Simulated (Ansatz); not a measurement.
Input for Ansatz (development build ahead of 0.2.0):

```yaml
crystal:
  periodic: [false, false, false]
  atoms:
    - { symbol: Ni, position_ang: [0.0, 0.0, 0.0] }
    - { symbol: Cl, position_ang: [1.35417, 1.35417, 1.21875] }
    - { symbol: Cl, position_ang: [-1.35417, -1.35417, 1.21875] }
    - { symbol: Cl, position_ang: [1.35417, -1.35417, -1.21875] }
    - { symbol: Cl, position_ang: [-1.35417, 1.35417, -1.21875] }
basis:
  gaussian: { orbitals: pcseg-2 }
total_charge: -2
magnetization:
  spin_polarized: true
  initial_magnetization: 2
hamiltonian:
  xc: pbe
```

The input is written out in the form of the current development build from the run's settings.

The run gave:

| Property | Result |
| --- | --- |
| Converged | yes |
| Total energy | -3348.50651 hartree |
| Spin squared of the determinant | 2.002 |
| Stability test | minimum |

Caution: no diffuse functions for an anion; other spin multiplicities were not run.
